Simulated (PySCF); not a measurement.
GaFClBr, SMILES [Cl][Ga]([F])[Br].

Coordinates come from a PBE0-D3(BJ)/def2-SVP optimisation. The structure was generated by enumeration; whether it is a known compound was not checked.

All values below come from PySCF with TDA-PBE/def2-SVPD.

Vertical excitations.  State labels are in the subgroup Cs.

Computed lowest excited states:
```
state  symmetry  energy (eV)  λ (nm)      f                                              main pairs
-----  --------  -----------  ------  -----  ------------------------------------------------------
S1           A'         4.86     255  0.011                                          HOMO→LUMO 99 %
S2           A"         5.03     247  0.005                                       HOMO−1→LUMO 100 %
S3           A'         5.41     229  0.022                                        HOMO−2→LUMO 97 %
S4           A"         5.61     221  0.016                                        HOMO−3→LUMO 98 %
S5           A"         5.66     219  0.001                                        HOMO→LUMO+1 98 %
S6           A'         6.03     206  0.001                    HOMO−1→LUMO+1 61 %, HOMO−4→LUMO 37 %
S7           A"         6.20     200  0.001                                     HOMO−2→LUMO+1 100 %
S8           A'         6.53     190  0.135  HOMO−4→LUMO 42 %, HOMO−1→LUMO+1 25 %, HOMO−6→LUMO 22 %
S9           A'         6.78     183  0.032                    HOMO−3→LUMO+1 78 %, HOMO−7→LUMO 12 %
S10          A"         6.83     182  0.023                                        HOMO−5→LUMO 98 %
T1           A'         4.51     275      0                                         HOMO→LUMO 100 %
T2           A"         4.70     264      0                                       HOMO−1→LUMO 100 %
T3           A'         5.04     246      0                                       HOMO−2→LUMO 100 %
T4           A"         5.27     235      0                                        HOMO−3→LUMO 99 %
```
Triplets are in the Tamm–Dancoff approximation.
